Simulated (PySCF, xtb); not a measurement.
GaH4N, SMILES [GaH2][NH2].

GFN2-xTB (xtb) at its own geometry gives an orbital gap of 4.94 eV and a dipole moment of 1.26 D.

The structure is a stationary point at B3LYP-D3(BJ)/def2-TZVP.

**Question.** What does HF/def2-TZVPD run with PySCF give? (An estimate is asked for; the answer gives what the named calculation found.)

**Answer.** gap 12.27 eV (levels -10.66 and 1.60 eV), dipole 0.55 D.
